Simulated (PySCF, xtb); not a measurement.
C4H5Si, SMILES [C]1=C[SiH2]C=C1, multiplicity 2.

Harmonic wavenumbers (cm⁻¹) from GFN2-xTB (xtb) at its own minimum, in rising order: 223, 315, 448, 450, 521, 556, 598, 705, 724, 740, 744, 805, 899, 990, 1102, 1108, 1285, 1527, 1635, 2267, 2268, 3057, 3073, 3128.

**Question.** What does PBE-D3(BJ)/def2-SVP (PySCF) give at its own minimum? (Estimate from the structure and the level; the computed values follow.)

**Answer.** 226, 366, 458, 493, 576, 614, 660, 693, 707, 719, 831, 893, 940, 947, 1051, 1075, 1270, 1506, 1581, 2151, 2157, 3099, 3137, 3145. Paired by order, the mean absolute difference is 46 cm⁻¹ and the zero-point energies are 41.7 and 41.9 kcal/mol.
